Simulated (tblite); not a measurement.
C$_{8}$H$_{12}$, triplet, geometry from GFN2-xTB (a higher spin typed on purpose: for a closed-shell molecule this is an excited state); GFN1-xTB (tblite).

Input for tblite:
```
$ tblite run mol.xyz --method gfn1 --charge 0 --spin 2 --grad --json tblite.json --no-restart

# file mol.xyz
20

C     -0.70828786    -1.71453506    -0.20008818
C      0.70628698    -1.71604758    -0.19410523
C      1.51785443    -0.59492883    -0.59285083
C      1.51405403     0.59168699     0.60567432
C      0.70828786     1.71453506     0.20008818
C     -0.70628698     1.71604758     0.19410523
C     -1.51785443     0.59492883     0.59285083
C     -1.51405403    -0.59168699    -0.60567432
H     -1.19959199    -2.50912615     0.34426658
H      1.19126860    -2.51168255     0.35437875
H      1.15724154    -0.09450629    -1.48685965
H      2.56158258    -0.86991102    -0.71728077
H      2.55727795     0.86443772     0.73893104
H      1.14482246     0.09204483     1.49659626
H      1.19959199     2.50912615    -0.34426658
H     -1.19126860     2.51168255    -0.35437875
H     -1.15724154     0.09450629     1.48685965
H     -2.56158258     0.86991102     0.71728077
H     -1.14482246    -0.09204483    -1.49659626
H     -2.55727795    -0.86443772    -0.73893104
```

**Question.** Predict the main parts of the log of this tblite run.

**Answer.** 
```
xTB calculator
 | screened Coulomb repulsion
 | Coulomb electrostatics
 |  * isotropic Klopman-Ohno-Mataga-Nishimoto electrostatics
 |  * onsite third-order electrostatics
 | DFT-D3(BJ) dispersion correction

halogen bonding energy    0.0000000000000E+00 Eh
repulsion energy          3.6104510404475E-01 Eh
dispersion energy        -9.6866713074236E-03 Eh
number of electrons       4.4000000000000E+01 e
integral cutoff           1.9731147476801E+01 bohr

------------------------------------------------------------
  cycle        total energy    energy error   density error
------------------------------------------------------------
      1     -23.20294112085  -2.3554300E+01   6.1262747E-01
      2     -23.20514580966  -2.2046888E-03   3.6696022E-01
      3     -23.20514597378  -1.6411961E-07   3.4949478E-03
      4     -23.20515902212  -1.3048343E-05   5.9664781E-04
      5     -23.20515957268  -5.5055541E-07   8.0659659E-05
      6     -23.20515958107  -8.3917477E-09   9.5241894E-06
------------------------------------------------------------

electronic energy        -2.3556518013804E+01 Eh
total energy             -2.3205159581067E+01 Eh

Post processing:
 | Mayer-Wiberg bond orders

[Info] Tight-binding results written to 'tblite.txt'
[Info] JSON dump of results written to 'tblite.json'
```
